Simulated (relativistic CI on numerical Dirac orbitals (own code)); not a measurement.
## Er XXII: sensitivity of the levels to the model

Base calculation: Dirac-Coulomb-Breit CI, orbitals from a KLI potential per configuration, QED by a radiative potential, unscaled Slater integrals.

CI space (outside the closed core [Ar] 3d10): 4s²4p⁶4d¹⁰4f, 4s²4p⁶4d¹⁰5s, 4s²4p⁶4d⁹4f², 4s²4p⁶4d¹⁰5p, 4s²4p⁶4d¹⁰5d, 4s²4p⁵4d¹⁰4f², 4s²4p⁶4d⁹4f5s, 4s²4p⁶4d¹⁰5f, 4s²4p⁶4d¹⁰6s, 4s4p⁶4d¹⁰4f², 4s²4p⁶4d⁹4f5p, 4s²4p⁶4d¹⁰6p, 4s²4p⁶4d¹⁰5g, 4s²4p⁶4d¹⁰6d, 4s²4p⁶4d⁹4f5d, 4s²4p⁶4d¹⁰6f, 4s²4p⁶4d¹⁰7s, 4s²4p⁶4d¹⁰7p, 4s²4p⁵4d¹⁰4f5s, 4s²4p⁶4d⁹4f5f, 4p⁶4d¹⁰4f³, 4p⁶4d⁹4f⁴, 4p⁵4d¹⁰4f⁴, 4p⁶4d⁹4f³5s. Double excitations out of closed p, d and f shells are left out; levels of such configurations are missing from the list, as are those of other unlisted configurations, and high levels can miss mixing partners. Some configurations lack a partner that the ground configuration has and come out too high, among them 4s²4p⁶4d⁹4f5p, 4s²4p⁶4d⁹4f5d, 4s²4p⁵4d¹⁰4f5s, 4s²4p⁶4d⁹4f5f.

Variants: (1) one mean potential for all configurations; (2) only the first 3 configurations. Shifts of the energy above 4s²4p⁶4d¹⁰4f ²F°5/2, in cm⁻¹, for the lowest level and the first level of each name with at least 55 % of one term (blank where a level changes its place among those of its configuration and J or its character, or is not in the variant):

```csv
Level,Base,Δ(1),Δ(2)
4s²4p⁶4d¹⁰4f ²F°5/2,0,0,0
4s²4p⁶4d¹⁰4f ²F°7/2,15076,-46,-8
4s²4p⁶4d¹⁰5s ²S1/2,514724,+1111,+11747
4s²4p⁶4d¹⁰5p ²P°1/2,793419,+1342,
4s²4p⁶4d¹⁰5p ²P°3/2,919351,+1643,
4s²4p⁶4d⁹4f² ⁴F3/2,1284305,-220,-1107
4s²4p⁶4d⁹4f² ⁴F5/2,1288146,-224,-1235
4s²4p⁶4d⁹4f² ⁴F7/2,1296720,-256,-1308
4s²4p⁶4d⁹4f² ⁴F9/2,1308804,-293,-1349
4s²4p⁶4d⁹4f² ⁴K15/2,1327329,-240,-1645
4s²4p⁶4d⁹4f² ⁴D3/2,1330390,-225,-1466
4s²4p⁶4d⁹4f² ⁴K17/2,1330985,-292,-1637
4s²4p⁶4d⁹4f² ⁴D1/2,1338582,-242,-1487
4s²4p⁶4d⁹4f² ⁴H13/2,1339649,-247,-964
4s²4p⁶4d⁹4f² ²D3/2,1354814,-203,+65
4s²4p⁶4d⁹4f² ²I13/2,1361015,-274,-1454
4s²4p⁶4d⁹4f² ⁴P1/2,1362698,-187,-95
4s²4p⁶4d⁹4f² ⁴G11/2,1363261,-265,
4s²4p⁶4d⁹4f² ⁴I15/2,1364715,-270,-1655
4s²4p⁶4d⁹4f² ²L17/2,1366726,-257,-1655
4s²4p⁶4d⁹4f² ²H11/2,1370265,-276,-1479
4s²4p⁶4d¹⁰5d ²D3/2,1370478,+1481,
```

At this charge transitions that keep the count of f electrons are usually good to a few per cent. Terms inside the open d or f shell come out 10 to 20 % too wide with unscaled integrals. Levels that differ in their count of f electrons can be misplaced by several ten thousand cm⁻¹, since the correlation energy of f electrons is missing or only estimated; rates across such gaps can be off by orders of magnitude.

Ionisation energy from one configuration of each of the two ions, the ground ones as tabulated or assumed: base 559.877 eV. The NIST ASD value (theoretical) is 555 ± 5 eV.

LS names give the leading component of a level, which can be under half, so a name can repeat, a term be missing and a line seem to break the LS rules.
